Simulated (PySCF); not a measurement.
Computed shifts of a molecule C2H6F2Si, PBE/pcSseg-1 (PySCF), GIAO, gas phase, atoms alike by connectivity averaged where their shifts nearly agree, in ppm (number of nuclei): ¹³C: 92.1 (1), 17.7 (1). ¹⁹F: -250.7 (1), -265.2 (1). ²⁹Si: 5.6 (1). ¹H: 5.42 (2), 5.26 (1), 1.59 (3). References: ¹³C against TMS (σ = 182.0 ppm); ¹⁹F against CFCl3 (σ = 133.6 ppm); ²⁹Si against TMS (σ = 335.4 ppm); ¹H against TMS (σ = 31.49 ppm), references at their B3LYP-D3(BJ)/def2-TZVP geometries, non-relativistic. Geometry optimised at ωB97X-D3(BJ)/def2-SVP. One conformer was computed; it need not be the lowest.

### Question
Pick the molecule that these values belong to.
(A) FC(F)C[SiH3]
(B) C[SiH2]C(F)F
(C) C[C@@H](F)[SiH2]F
(D) CC[SiH](F)F

### Answer
C, C[C@@H](F)[SiH2]F
